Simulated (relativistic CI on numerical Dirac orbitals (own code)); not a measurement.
# Ligand-field terms of d5

Computed with a parametric ligand-field model of a d^n configuration (Racah B and C, spin-orbit zeta, crystal field), exact diagonalisation.

Field parameters in Wybourne normalisation: Oh B⁴₀ = 21Dq, B⁴₄ = √(5/14) B⁴₀; Td as Oh with Dq negative (B⁴₀ = 21Dq, B⁴₄ = √(5/14) B⁴₀). The field is a parameter set, without covalency.

(1) Lowest levels for B = 980, C = 3820, ζ = 630 cm⁻¹, Td, 10Dq = -4700 cm⁻¹?

(2) Lowest levels for B = 670, C = 3200, ζ = 1950 cm⁻¹, Oh, 10Dq = 37250 cm⁻¹?

(3) Lowest levels for B = 770, C = 3210, ζ = 410 cm⁻¹, Oh, 10Dq = 9950 cm⁻¹?

(4) Lowest levels for B = 630, C = 2350, ζ = 500 cm⁻¹, Oh, 10Dq = 13450 cm⁻¹?

(5) Lowest levels for B = 620, C = 3160, ζ = 320 cm⁻¹, Oh, 10Dq = 15750 cm⁻¹?

Results:

(1) Γ7+Γ8 0 (S 2.50), Γ6 26213 (S 1.50), Γ8 26218 (S 1.50), Γ7 26279 (S 1.50), Γ8 26305 (S 1.50), Γ6 28289 (S 1.50), Γ8 28302 (S 1.50), Γ8 28416 (S 1.50), Γ7 28483 (S 1.50) cm⁻¹, with S from ⟨S²⟩ = S(S + 1). The ground level has 2.00 electrons in the cubic e pair.

(2) Γ7 0 (S 0.53), Γ8 3489 (S 0.52), Γ8 23668 (S 1.53), Γ7 24245 (S 1.54), Γ8 25010 (S 1.49), Γ6 25528 (S 1.50), Γ6 29629 (S 1.49), Γ8 29805 (S 1.49), Γ8 30218 (S 1.47) cm⁻¹, with S from ⟨S²⟩ = S(S + 1). The ground level has 0.06 electrons in the cubic e pair.

(3) Γ7+Γ8 0 (S 2.50), Γ7 15994 (S 1.48), Γ8 16064 (S 1.49), Γ8 16171 (S 1.50), Γ6 16245 (S 1.50), Γ7 19814 (S 0.78), Γ8 20115 (S 1.22), Γ7 20403 (S 1.36), Γ6 20426 (S 1.50) cm⁻¹, with S from ⟨S²⟩ = S(S + 1). The ground level has 2.00 electrons in the cubic e pair.

(4) Γ7 0 (S 2.49), Γ8 2 (S 2.49), Γ7 3228 (S 0.60), Γ8 4177 (S 0.58), Γ8 6546 (S 1.50), Γ8 6664 (S 1.47), Γ6 6679 (S 1.50), Γ7 6733 (S 1.47), Γ6 10825 (S 1.50) cm⁻¹, with S from ⟨S²⟩ = S(S + 1). The ground level has 1.99 electrons in the cubic e pair.

(5) Γ7 0 (S 2.50), Γ8 0 (S 2.50), Γ7 6603 (S 0.58), Γ8 7194 (S 0.57), Γ8 8885 (S 1.49), Γ8 8956 (S 1.48), Γ7 8974 (S 1.46), Γ6 8982 (S 1.50), Γ6 13096 (S 1.50) cm⁻¹, with S from ⟨S²⟩ = S(S + 1). The ground level has 2.00 electrons in the cubic e pair.
